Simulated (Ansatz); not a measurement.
Ansatz (a program for electronic structure) input:
A basis named .json is the Basis Set Exchange file of that set.

Ansatz 0.2 input:
```yaml
crystal:
  periodic: [false, false, false]
  atoms:
    - {symbol: Os, position_ang: [-0.00000000, -0.00000000, 0.00000000]}
    - {symbol: O, position_ang: [1.69517397, -0.04378527, 0.00452600]}
    - {symbol: O, position_ang: [-0.80961245, 1.48979000, -0.02461470]}
    - {symbol: O, position_ang: [-0.88556152, -1.44600473, 0.02008869]}
basis:
  gaussian:
    orbitals: def2-TZVPPD.json
    fitting: {mean_field: def2-universal-jkfit, correlation: def2-TZVPPD-RIFIT.json}
total_charge: 1
magnetization: {spin_polarized: true, initial_magnetization: 1}
correlation: {method: mp2, electrons: outside_noble_gas}
```

**Question.** What final total energy does it print?

**Answer.** -315.02935 Eh (RI-MP2/def2-TZVPPD). The basis has 179 functions.

This state (charge 1, doublet) is run at the relaxed geometry of the species with charge 0 and multiplicity 1.

The determinant is spin-contaminated: <S^2> is 2.28 against 0.75 for a pure state.
